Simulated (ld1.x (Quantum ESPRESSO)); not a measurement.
## carbon (C), TM semilocal: configuration errors across variants

- Element: carbon
- Generator: ld1.x (Quantum ESPRESSO) 7.5
- Type: norm-conserving Troullier–Martins (semilocal form)
- Functional: revPBE
- Relativity: non-relativistic
- Frozen core: [He]
- Valence charge: 4
- Reference configuration: 2s2 2p2
- Partial waves: 2p (bound): rc 2.90 bohr; 2s (bound): rc 1.10 bohr
- Local potential: the s channel
- Core correction: none

All-electron excitation energies from the reference (eV): (1) 2s2 2p1 10.812; (2) 2s2 2p0 34.892; (3) 2s1 2p0 83.082; (4) 2s2 2p2.3 -1.145; (5) 2s2 2p1.5 3.940; (6) 2s0 2p4 17.089; (7) 2s1 2p3 8.539.

A semilocal file is local in each channel, so a ghost entry of none says nothing of the separable form that plane-wave codes build from it.

Errors AE − PS in meV (a dash: test not solved or not reliable):

| change | (1) | (2) | (3) | (4) | (5) | (6) | (7) | bound ghosts |
| --- | --- | --- | --- | --- | --- | --- | --- | --- |
| base | +94 | +946 | +1793 | -0.7 | +10 | -114 | -27 | none |
| wave 2p (bound): rc 2.90 bohr becomes 2p (bound): rc 1.92 bohr | +18 | +243 | +497 | -0.2 | +1.5 | -12 | -0.9 | none |
| wave 2p (bound): rc 2.90 bohr becomes 2p (bound): rc 2.08 bohr | +23 | +307 | +621 | -0.3 | +2.0 | -23 | -3.4 | none |
| wave 2p (bound): rc 2.90 bohr becomes 2p (bound): rc 2.40 bohr | +43 | +514 | +1008 | -0.5 | +4.0 | -53 | -11 | none |
| wave 2p (bound): rc 2.90 bohr becomes 2p (bound): rc 2.72 bohr | +76 | +797 | +1525 | -0.7 | +7.9 | -93 | -21 | none |
| wave 2p (bound): rc 2.90 bohr becomes 2p (bound): rc 3.02 bohr | +117 | +1117 | +2098 | -0.7 | +14 | -139 | -33 | none |
| wave 2p (bound): rc 2.90 bohr becomes 2p (bound): rc 3.32 bohr | +177 | +1529 | +2833 | -0.2 | +23 | -205 | -51 | none |
| wave 2p (bound): rc 2.90 bohr becomes 2p (bound): rc 3.46 bohr | +195 | +1648 | +3043 | +0.1 | +26 | -226 | -57 | none |
| wave 2p (bound): rc 2.90 bohr becomes 2p (bound): rc 3.74 bohr | +259 | +2040 | +3740 | +1.2 | +37 | -300 | -76 | none |
| wave 2p (bound): rc 2.90 bohr becomes 2p (bound): rc 4.06 bohr | +367 | +2650 | +4826 | +4.0 | +58 | -433 | -111 | none |

Give the same row for: wave 2p (bound): rc 2.90 bohr becomes 2p (bound): rc 4.34 bohr.

+431, +2992, +5436, +6.2, +70, -516, -133; bound ghosts: none.
